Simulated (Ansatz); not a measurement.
**Worked example: a bond strength in SiH2O2F2 (SMILES O[Si](O)(F)F)**

The species is SiH2O2F2 (7 atoms), meant as a singlet with charge 0. SMILES: `O[Si](O)(F)F`. Geometry: optimised at PBE0/def2-SVP. This is one conformer, not always the lowest.

```xyz
7

O    -1.1402    0.4480    0.9042
Si   -0.0098   -0.0176   -0.1659
O     1.3411   -0.3896    0.6565
F    -0.4794   -1.2825   -1.0413
F     0.2321    1.1507   -1.2445
H    -1.8359    1.0335    0.5929
H     1.9534   -1.0106    0.2525
```

Wanted: the dissociation energy of the H6–O1 bond into doublet H and doublet SiHO2F2 (shapes relaxed at PBE0/def2-SVP, no zero-point term). 1 Eh = 2625.50 kJ/mol = 27.2114 eV. Totals in Eh; open shells run unrestricted unless said.

```
                                  level  program     SiH2O2F2  doublet H  doublet SiHO2F2
                         B3LYP/def2-SVP   Ansatz  -640.699593  -0.501259      -639.999458
                       PBE0-D4/def2-SVP   Ansatz  -640.219632  -0.500291      -639.520123
B2PLYP/def2-SVP, 9 core orbitals frozen   Ansatz  -640.291482  -0.497926      -639.593227
```

Q: Work out the dissociation energy at each level.

A: 
1. B3LYP/def2-SVP: (-0.501259) + (-639.999458) − (-640.699593) = 0.198876 Eh = 522.1 kJ/mol = 5.41 eV.
2. PBE0-D4/def2-SVP: (-0.500291) + (-639.520123) − (-640.219632) = 0.199218 Eh = 523.0 kJ/mol = 5.42 eV.
3. B2PLYP/def2-SVP: (-0.497926) + (-639.593227) − (-640.291482) = 0.200329 Eh = 526.0 kJ/mol = 5.45 eV.

The levels span 522 to 526 kJ/mol; no measured value is set beside them. A bond enthalpy at 298 K also holds the loss of zero-point energy and thermal terms.
